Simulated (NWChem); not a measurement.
BeH2Se; SMILES [BeH][SeH]

```xyz
4

Be     0.0181    -1.7547     0.0000
H      0.0248    -3.0813     0.0000
Se     0.0396     0.2879     0.0000
H     -1.4443     0.3107     0.0000
```
Atoms are numbered in this order, from 1.

All runs use the structure optimised with B3LYP/6-31G* (spherical d).

Symmetry labels are those of Cs in the frame above (b1 and b2, or b-type labels, depend on it).

Task: List the 4 lowest vertical singlet excitations from B3LYP/aug-cc-pVDZ, TDA (NWChem).

Result: 
```json
[
 {"state": "S1", "energy (eV)": "4.66", "oscillator strength": "0.001", "symmetry": "a\"", "leading excitation (squared amplitude)": "HOMO → LUMO (0.99)"},
 {"state": "S2", "energy (eV)": "5.45", "oscillator strength": "0.053", "symmetry": "a\"", "leading excitation (squared amplitude)": "HOMO → LUMO+2 (0.97)"},
 {"state": "S3", "energy (eV)": "5.83", "oscillator strength": "0.089", "symmetry": "a'", "leading excitation (squared amplitude)": "HOMO → LUMO+1 (0.72)"},
 {"state": "S4", "energy (eV)": "6.14", "oscillator strength": "0.035", "symmetry": "a'", "leading excitation (squared amplitude)": "HOMO−1 → LUMO (0.78)"}
]
```
